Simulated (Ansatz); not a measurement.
Reaction (ligand exchange at the Si–C bond): `C[Si@@H](O)[Si@H](O)Cl` + HCl → `O[Si@@H](Cl)[Si@@H](O)Cl` + CH₄

Isolated molecules relaxed with PBE0-D4/def2-TZVP in Ansatz; ΔE leaves out vibrations. CCSD(T)/CBS adds triple-zeta CCSD(T) − MP2 to the extrapolated MP2 energy (def2 sets, frozen cores). This one scheme is used for every species. Each species was taken in one conformer, which may not be the lowest.

```tsv
species	CCSD(T)/CBS(def2) energy (Eh)
`C[Si@@H](O)[Si@H](O)Cl`	-1230.71340
HCl	-460.38127
`O[Si@@H](Cl)[Si@@H](O)Cl`	-1650.67550
CH₄	-40.46206
```

Task: Work out ΔE.

Result: ΔE = (-1650.67550) + (-40.46206) − (-1230.71340) − (-460.38127) = -0.04289 Eh = -26.9 kcal/mol.

Largest T1 diagnostic among the species: 0.011.

In def2-TZVPP, CCSD(T) changes the Hartree–Fock value by +3.0 kcal/mol (the triples alone add +0.0 kcal/mol) and MP2 by +1.8 kcal/mol.
